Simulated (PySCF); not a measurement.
F$_{6}$Ru (SMILES [F][Ru]([F])([F])([F])([F])[F]), triplet (typed; the unrestricted solution is spin-contaminated), geometry from GFN2-xTB (such geometries of metal compounds can be far from the true shape) (all electrons, no relativity), with bond 2-1 at 1.6 times its length; PySCF with M062X/3-21G.

The PySCF input:
```python
from pyscf import gto, scf, dft

mol = gto.M(
    atom='''
Ru    0.00000000   -0.00000000    0.00000000
F     1.77991794   -0.71824578   -2.23801066
F    -1.11244871    0.44890361    1.39875666
F    -1.15977093    0.80852538   -1.18186077
F    -0.90164630   -1.59384724   -0.20557649
F     0.90164630    1.59384724    0.20557649
F     1.15977093   -0.80852538    1.18186077
''',
    basis='3-21g',
    spin=2,
    verbose=4,
)

mf = dft.UKS(mol)
mf.xc = 'm062x'
mf.kernel()
mf.analyze()
```

**Question.** What does PySCF print? Leave out banner, timings and long lists.

**Answer.** 
```
PySCF version 2.14.0

[INPUT] verbose = 4
[INPUT] num. atoms = 7
[INPUT] num. electrons = 98
[INPUT] charge = 0
[INPUT] spin (= nelec alpha-beta = 2S) = 2
[INPUT] symmetry False subgroup None
[INPUT] Mole.unit = angstrom
[INPUT] Symbol           X                Y                Z      unit          X                Y                Z       unit  Magmom
[...]
nuclear repulsion = 852.78429681914
number of shells = 44
number of NR pGTOs = 171
number of NR cGTOs = 90
basis = 3-21g
ecp = {}

******** <class 'pyscf.dft.uks.UKS'> ********
method = UKS
initial guess = minao
damping factor = 0
level_shift factor = 0
DIIS = <class 'pyscf.scf.diis.CDIIS'>
diis_start_cycle = 1
diis_space = 8
diis_damp = 0
SCF conv_tol = 1e-09
SCF conv_tol_grad = None
SCF max_cycles = 50
direct_scf = True
direct_scf_tol = 1e-13
number electrons alpha = 50  beta = 48
XC library pyscf.dft.libxc version 7.1.2
    S. Lehtola, C. Steigemann, M. J. T. Oliveira, and M. A. L. Marques,  SoftwareX 7, 1–5 (2018)
XC functionals = m062x
    Y. Zhao and D. G. Truhlar,  Theor. Chem. Acc. 120, 215 (2008)
    Y. Zhao and D. G. Truhlar,  Theor. Chem. Acc. 120, 215 (2008)
radial grids:
    Treutler-Ahlrichs [JCP 102, 346 (1995); DOI:10.1063/1.469408] (M4) radial grids

becke partition: Becke, JCP 88, 2547 (1988); DOI:10.1063/1.454033
pruning grids: <function nwchem_prune>
grids dens level: 3
symmetrized grids: False
atomic radii adjust function: <function treutler_atomic_radii_adjust>
small_rho_cutoff = 0
Set gradient conv threshold to 3.16228e-05
tot grids = 107752
init E= -5010.5442028585

cycle= 1 E= -5016.08633609485  delta_E= -5.54  |g|=  1.9  |ddm|= 2.18

cycle= 2 E= -5000.56595395855  delta_E= 15.5  |g|= 3.89  |ddm|= 4.43
cycle= 3 E= -5016.85940267505  delta_E= -16.3  |g|= 2.08  |ddm|= 3.49
cycle= 4 E= -5018.23196095672  delta_E= -1.37  |g|= 0.399  |ddm|= 1.11

cycle= 5 E= -5007.24022745572  delta_E=   11  |g|= 2.96  |ddm|= 2.85

cycle= 6 E= -5016.91591396974  delta_E= -9.68  |g|=  1.6  |ddm|=  2.2
cycle= 7 E= -5017.18721592114  delta_E= -0.271  |g|= 1.39  |ddm|= 0.225
cycle= 8 E= -5016.74325939608  delta_E= 0.444  |g|=  1.7  |ddm|= 0.315
cycle= 9 E= -5017.20742969688  delta_E= -0.464  |g|= 1.36  |ddm|= 0.494
cycle= 10 E= -5016.99301409107  delta_E= 0.214  |g|= 1.53  |ddm|= 0.181
cycle= 11 E= -5017.07773852113  delta_E= -0.0847  |g|= 1.46  |ddm|= 0.055
cycle= 12 E= -5017.58640654438  delta_E= -0.509  |g|= 1.04  |ddm|= 0.416
cycle= 13 E= -5017.63877757797  delta_E= -0.0524  |g|=  1.4  |ddm|= 1.81
[...]
converged SCF energy = -5018.51705195355  <S^2> = 3.0404033  2S+1 = 3.6278938
Total Energy =                       -5018.517051953548616
[...]
spin_pop of  2 F 3s       -0.00008
spin_pop of  2 F 2px      -0.01800
spin_pop of  2 F 2py       0.03999
spin_pop of  2 F 2pz      -0.05798
spin_pop of  2 F 3px       0.00019
spin_pop of  2 F 3py       0.00025
spin_pop of  2 F 3pz       0.00015
spin_pop of  3 F 1s       -0.00000
spin_pop of  3 F 2s        0.00268
spin_pop of  3 F 3s       -0.00008
spin_pop of  3 F 2px       0.07587
spin_pop of  3 F 2py       0.07066
spin_pop of  3 F 2pz       0.07895
spin_pop of  3 F 3px      -0.00006
spin_pop of  3 F 3py       0.00005
spin_pop of  3 F 3pz      -0.00001
spin_pop of  4 F 1s       -0.00000
spin_pop of  4 F 2s        0.00265
spin_pop of  4 F 3s       -0.00008
spin_pop of  4 F 2px       0.09123
spin_pop of  4 F 2py       0.00730
spin_pop of  4 F 2pz       0.12633
spin_pop of  4 F 3px      -0.00006
spin_pop of  4 F 3py       0.00013
spin_pop of  4 F 3pz      -0.00009
spin_pop of  5 F 1s       -0.00000
spin_pop of  5 F 2s        0.00266
spin_pop of  5 F 3s       -0.00008
spin_pop of  5 F 2px       0.08329
spin_pop of  5 F 2py       0.01300
spin_pop of  5 F 2pz       0.12865
spin_pop of  5 F 3px       0.00002
spin_pop of  5 F 3py       0.00008
spin_pop of  5 F 3pz      -0.00011
spin_pop of  6 F 1s       -0.00000
spin_pop of  6 F 2s        0.00268
spin_pop of  6 F 3s       -0.00008
spin_pop of  6 F 2px       0.06572
spin_pop of  6 F 2py       0.06778
spin_pop of  6 F 2pz       0.09184
spin_pop of  6 F 3px       0.00004
spin_pop of  6 F 3py       0.00008
spin_pop of  6 F 3pz      -0.00013
 ** Mulliken Spin Density (per atom)  **
spin density of  0 Ru =      2.12558
spin density of  1 F =     -1.00591
spin density of  2 F =     -0.03058
spin density of  3 F =      0.22806
spin density of  4 F =      0.22742
spin density of  5 F =      0.22751
spin density of  6 F =      0.22792
 ** Mulliken pop alpha/beta on meta-lowdin orthogonal AOs **
 ** Mulliken pop       alpha | beta **
In total            50.00000 | 48.00000
 ** Mulliken atomic charges   ( Nelec_alpha | Nelec_beta ) **
charge of  0Ru =      1.57825  (    22.27366     20.14809 )
charge of  1F =      0.04531  (     3.97439      4.98030 )
charge of  2F =     -0.23689  (     4.60315      4.63373 )
charge of  3F =     -0.34641  (     4.78724      4.55917 )
charge of  4F =     -0.34690  (     4.78716      4.55974 )
charge of  5F =     -0.34692  (     4.78721      4.55970 )
charge of  6F =     -0.34645  (     4.78718      4.55926 )
Dipole moment(X, Y, Z, Debye):  1.65019, -0.66588, -2.07614
```
